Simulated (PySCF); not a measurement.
Computed IR spectrum (relative IR intensity) of a molecule CH9NSi2. The structure is a stationary point at PBE-D3(BJ)/def2-SVP. One conformer was computed; it need not be the lowest. These are PBE-D3(BJ)/def2-SVP in PySCF values and carry that method's errors. Frequencies are harmonic and unscaled.

Lines under 2 % of the strongest are left out, and lines within 2 cm⁻¹ are merged.

ν (cm⁻¹): 681 (m), 726 (w), 875 (m), 885 (m), 898 (vs), 918 (m), 929 (m), 950 (m), 968 (w), 1091 (vw), 1123 (m), 1167 (w), 1432 (vw), 2122 (m), 2127 (s), 2143 (m), 2149 (w), 2193 (m), 2919 (m), 2991 (w), 3020 (vw) (against the strongest line: vs over 80 %, s over 45 %, m over 15 %, w over 4 %, vw less)

Problem. Which structure fits?
A. CN([SiH3])[SiH3]
B. [SiH3]CN[SiH3]
C. C[SiH2][SiH2]N
D. NC([SiH3])[SiH3]

Solution. A, CN([SiH3])[SiH3]
